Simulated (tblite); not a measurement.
C6H18Si2, charge +1, doublet, at a GFN2-xTB geometry (a state made from the parent by changing its charge; the spin is typed, not shown lowest); GFN1-xTB run with tblite.

Here is a job for tblite.
```
$ tblite run mol.xyz --method gfn1 --charge 1 --spin 1 --guess eeq --json tblite.json --no-restart

# file mol.xyz
26

C     -1.73694080    -0.74692457    -1.72829278
Si    -1.33539567    -0.22157629     0.04899257
C     -2.00789628     1.47261953     0.57185621
C     -1.46557744    -1.59052092     1.35473849
Si     1.32591254     0.21993936    -0.06371715
C      1.72461407     0.75245252     1.71204185
C      1.45862465     1.58337799    -1.37497967
C      1.99915905    -1.47635468    -0.57876097
H     -1.20605232    -1.64857425    -2.02011783
H     -1.50045032     0.02994374    -2.44977977
H     -2.79996268    -0.95723512    -1.82154815
H     -3.09134913     1.43105111     0.65763559
H     -1.62274273     1.78737040     1.53755677
H     -1.77418179     2.24855082    -0.15156824
H     -2.50730110    -1.86836191     1.49809590
H     -0.93234578    -2.49028070     1.06129439
H     -1.08341044    -1.27411555     2.32109835
H      2.78866784     0.95634355     1.80812366
H      1.19847245     1.65918825     1.99666659
H      1.48032046    -0.01868995     2.43704488
H      1.07929121     1.26259976    -2.34099485
H      0.92399758     2.48405326    -1.08701427
H      2.50057626     1.86134945    -1.51672101
H      1.61318170    -1.79635666    -1.54240907
H      1.76686763    -2.24876455     0.14886246
H      3.08248092    -1.43437143    -0.66603498
```

Output, abridged:

```
xTB calculator
 | screened Coulomb repulsion
 | Coulomb electrostatics
 |  * isotropic Klopman-Ohno-Mataga-Nishimoto electrostatics
 |  * onsite third-order electrostatics
 | DFT-D3(BJ) dispersion correction

halogen bonding energy    0.0000000000000E+00 Eh
repulsion energy          3.7777747319555E-01 Eh
dispersion energy        -1.2945927908227E-02 Eh
number of electrons       4.9000000000000E+01 e
integral cutoff           2.8146159136829E+01 bohr

------------------------------------------------------------
  cycle        total energy    energy error   density error
------------------------------------------------------------
      1     -25.61170250653  -2.5976534E+01   5.4094700E-01
      2     -25.62521020918  -1.3507703E-02   3.2624430E-01
      3     -25.62266901771   2.5411915E-03   2.6625062E-02
      4     -25.62635651834  -3.6875006E-03   8.0155634E-03
      5     -25.62649719728  -1.4067894E-04   2.6065461E-03
      6     -25.62651346918  -1.6271901E-05   1.1756665E-03
      7     -25.62652561289  -1.2143715E-05   1.9760433E-05
      8     -25.62652561437  -1.4836310E-09   6.7511361E-06
------------------------------------------------------------

electronic energy        -2.5991357159662E+01 Eh
total energy             -2.5626525614375E+01 Eh

Post processing:
 | Mayer-Wiberg bond orders

[Info] JSON dump of results written to 'tblite.json'
```
